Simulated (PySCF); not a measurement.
Computed Raman spectrum (relative Raman activity) of a molecule C2H4FNOSi. The structure is a stationary point at ωB97X-D3(BJ)/def2-SVP. The values are those of a single conformer. Method: ωB97X-D3(BJ)/def2-SVP in PySCF. Frequencies are harmonic and unscaled.

Lines under 2 % of the strongest are left out, and lines within 2 cm⁻¹ are merged.

```csv
ν (cm⁻¹),relative intensity
174,2.2
241,2.3
462,2.6
540,2.5
617,2.5
694,6.1
785,8.1
843,6.6
896,9.8
923,6.2
968,8.6
1105,3.5
1199,12
1336,4.5
2284,100
2319,81
2426,68
3108,79
3931,62
```

Q: Pick the molecule that these values belong to.
(A) O[Si@@H]1C=N[C@@H]1F
(B) O=C/C=N/[SiH2]F
(C) O=C=N[SiH2]CF
(D) N#C[C@@H](F)[SiH2]O

A: D, N#C[C@@H](F)[SiH2]O
